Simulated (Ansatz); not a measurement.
Geometry optimisation, UKS r2SCAN/6-31G* in Ansatz.

The input (input.yaml):

```yaml
crystal:
  periodic: [false, false, false]
  atoms:
    - { symbol: O, position_ang: [-1.1631, -0.4601, -1.2776] }
    - { symbol: C, position_ang: [-0.2561, -0.1209, -0.3165] }
    - { symbol: Al, position_ang: [0.0471, -1.429, 1.1484] }
    - { symbol: B, position_ang: [-0.0862, 1.4649, 0.0256] }
    - { symbol: C, position_ang: [0.9049, 0.6091, -0.8736] }
    - { symbol: H, position_ang: [-2.0747, -0.4668, -0.8063] }
    - { symbol: H, position_ang: [1.6062, -1.7006, 1.6422] }
    - { symbol: H, position_ang: [-1.0819, -1.8049, 2.1329] }
    - { symbol: H, position_ang: [-0.5621, 2.464, 0.5651] }
    - { symbol: H, position_ang: [0.8667, 0.8937, -1.9075] }
    - { symbol: H, position_ang: [1.8646, 0.4936, -0.3122] }
magnetization:
  spin_polarized: true
basis:
  gaussian: { orbitals: "6-31G*" }
hamiltonian:
  xc: r2scan
relax:
  f_tol: 0.02
  max_steps: 40
```

Launched with:

```bash
$ ansatz run input.yaml --threads 2 --pin off --max-ram 3072MiB --backend cpu --events-out ev --progress --plain --runs-dir out
```

Where does it end, and by what steps?

The run converged. After 22 steps the energy has fallen by 1.232 eV; H9 moved furthest, 0.84 Å. Joined: O1–B4 (2.56 → 1.57 Å).

```tsv
step	energy less start (eV)	largest force component (eV/Å)	accepted
0	0.0000	4.237	yes
1	-0.5448	1.565	yes
2	-0.7064	0.461	yes
3	-0.7605	0.301	yes
4	-0.7846	0.278	yes
5	-0.7999	0.275	yes
6	-0.8113	0.287	yes
7	-0.8474	0.340	yes
8	-0.8871	0.651	yes
9	-0.9740	1.377	yes
10	-1.0820	0.968	yes
11	-1.1352	0.400	yes
12	-1.1491	0.645	yes
13	-1.1776	0.143	yes
14	-1.1872	0.138	yes
15	-1.1961	0.203	yes
16	-1.2048	0.192	yes
17	-1.2133	0.165	yes
18	-1.2259	0.304	yes
19	-1.2286	0.173	yes
20	-1.2306	0.059	yes
21	-1.2318	0.039	yes
22	-1.2319	0.019	yes
```

```xyz
11
Properties=species:S:1:pos:R:3
O -1.184 0.039 -0.938
C 0.272 -0.469 -0.460
Al 0.105 -1.259 1.253
B -0.269 1.008 -0.117
C 0.937 0.734 -1.071
H -1.848 -0.395 -0.358
H 1.351 -1.575 2.182
H -1.437 -1.554 1.566
H -0.671 1.664 0.792
H 0.871 0.836 -2.157
H 1.937 0.915 -0.671
```

Run time: 4.1 min on 2 threads of Arm Neoverse N1, with other jobs on the host, peak memory 0.26 GiB.
